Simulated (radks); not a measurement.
Values are calculated unless marked as measured or tabulated.
Task: The praseodymium ion Pr4+, configuration [Kr] 4d10 4f1 5s2 5p5.75 5d0.25 (fractional occupations, a model configuration). Code: a radial shooting solver on a logarithmic mesh with Libxc functionals. Model: Dirac Kohn-Sham, OLYP, spin-unpolarised, spherical densities, finite nucleus; open shells fill j = l - 1/2 first; Fermi nuclear charge, rms radius 4.8919 fm. Some entries of the table are withheld. Estimate them.

orbital  occ.  eigenvalue (eV)  r(max) (bohr)
1s1/2       2        -41822.00        0.01541
2s1/2       2        -6774.492        0.08742
2p1/2       2        -6406.120        0.06651
2p3/2       4        -5924.118        0.07186
3s1/2       2              (1)         0.2493
3p1/2       2              (2)         0.2361
3p3/2       4              (3)         0.2476
3d3/2       4        -979.9092         0.1985
3d5/2       6        -959.2893         0.2018
4s1/2       2              (4)         0.5780
4p1/2       2        -282.2390            (5)
4p3/2       4        -261.3180            (6)
4d3/2       4              (7)         0.6270
4d5/2       6              (8)         0.6348
5s1/2       2         -81.5076          1.313
5p1/2       2         -64.2816          1.416
5p3/2    3.75         -60.7466          1.475
4f5/2       1         -49.7654         0.6562
4f7/2       0         -49.3063         0.6602
5d3/2    0.25              (9)          1.798
5d5/2       0             (10)          1.819

Result: 
(1) 3s1/2 eigenvalue (eV): -1505.352
(2) 3p1/2 eigenvalue (eV): -1348.686
(3) 3p3/2 eigenvalue (eV): -1253.118
(4) 4s1/2 eigenvalue (eV): -341.1275
(5) 4p1/2 r(max) (bohr): 0.5860
(6) 4p3/2 r(max) (bohr): 0.6104
(7) 4d3/2 eigenvalue (eV): -164.3569
(8) 4d5/2 eigenvalue (eV): -160.6190
(9) 5d3/2 eigenvalue (eV): -36.4231
(10) 5d5/2 eigenvalue (eV): -35.9794
